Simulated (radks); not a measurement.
The numbers below are computed, except where a source is named.
All-electron atom: the fluorine ion F4+ in [He] 2s2 2p1. Level of theory: non-relativistic Kohn-Sham, LDA (Slater exchange, Perdew-Wang correlation), spin-unpolarised, spherical densities, point nucleus (a radial shooting solver on a logarithmic mesh with Libxc functionals).

Normalised radial functions P(r) = r R(r), r in bohr:

```
   r/bohr * 1s, o 2s, + 2p (the largest magnitude, 2.14, reaches the edge; | marks zero, & curves that meet)
 0.006798                             +o  *
 0.007483                             +o   *
 0.008303                             +o   *
  0.00914                             + o  *
  0.01006                             + o   *
  0.01116                             + o    *
  0.01229                             + o    *
  0.01363                             + o     *
  0.01501                             + o      *
  0.01652                             +  o     *
  0.01833                             +  o      *
  0.02018                             +  o       *
  0.02239                             +  o        *
  0.02465                             +   o        *
  0.02713                             +   o         *
   0.0301                             +   o          *
  0.03314                             +    o          *
  0.03677                             +    o           *
  0.04047                             |+   o            *
  0.04455                             |+   o             *
  0.04943                             |+    o              *
  0.05441                             |+    o               *
  0.06038                             |+    o                *
  0.06646                             |+    o                 *
  0.07316                             |+     o                 *
  0.08118                             | +    o                  *
  0.08936                             | +    o                  *
  0.09915                             | +    o                   *
   0.1091                             |  +   o                   *
   0.1201                             |  +  o                    *
   0.1333                             |   + o                    *
   0.1467                             |   +o                    *
   0.1615                             |    &                   *
   0.1792                             |   o +                 *
   0.1973                             |  o  +                *
   0.2189                             |o     +             *
    0.241                             o       +          *
   0.2652                            o|        +       *
   0.2943                          o  |         +    *
    0.324                        o    |          + *
   0.3595                      o      |          *+
   0.3957                    o        |        *  +
   0.4356                   o         |      *     +
   0.4833                 o           |    *       +
    0.532                o            |   *         +
   0.5903               o             |  *          +
   0.6498               o             | *           +
   0.7153               o             |*            +
   0.7936               o             |*           +
   0.8736                o            *           +
   0.9694                 o           *          +
    1.067                  o          *         +
    1.175                    o        *       +
    1.303                     o       *      +
    1.435                       o     *     +
    1.592                        o    *   +
    1.752                          o  *  +
    1.929                           o * +
     2.14                            o* +
    2.356                            o*+
    2.614                             &+
    2.877                             &
```

1s: eigenvalue -771.78 eV, 0 radial nodes, <r> = 0.177 bohr, 90 % of the charge inside 0.316 bohr. 2s: eigenvalue -116.06 eV, 1 radial node at r = 0.242 bohr, <r> = 0.842 bohr, 90 % of the charge inside 1.30 bohr. 2p: eigenvalue -99.332 eV, 0 radial nodes, <r> = 0.772 bohr, 90 % of the charge inside 1.26 bohr.
